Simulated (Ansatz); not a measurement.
Ge(vinyl)Cl3 (C₂H₃Cl₃Ge). Total charge 0; singlet. Geometry PBE0-D4/def2-SVP, basis def2-TZVP, Ansatz.

```xyz
9

Ge    0.080    0.302   -1.182
C    -0.146    0.419    0.718
C    -0.056   -0.656    1.503
H    -0.353    1.413    1.129
H     0.151   -1.651    1.098
H    -0.189   -0.579    2.587
Cl    0.524   -1.717   -1.756
Cl    1.676    1.555   -1.869
Cl   -1.687    0.914   -2.228
```

| run | HOMO (eV) | LUMO (eV) |
| --- | --- | --- |
| A | -8.87 | -1.39 |
| B | -10.20 | -0.24 |
| C | -7.93 | -2.20 |
| D | -7.64 | -2.37 |
| E | -7.45 | -2.20 |

Question: The runs used BLYP, CAM-B3LYP, PBE, PBE0, r2SCAN. Estimate which is which.

Answer: A PBE0 (25 % exact exchange); B CAM-B3LYP (range-separated); C r2SCAN (0 % exact exchange); D PBE (0 % exact exchange); E BLYP (0 % exact exchange). Exact exchange lowers occupied and raises empty levels; among semilocal functionals meta-GGAs tend to open the gap a little, and such runs are hard to tell apart. The gap grows from 5.24 eV (BLYP) to 9.96 eV (CAM-B3LYP).
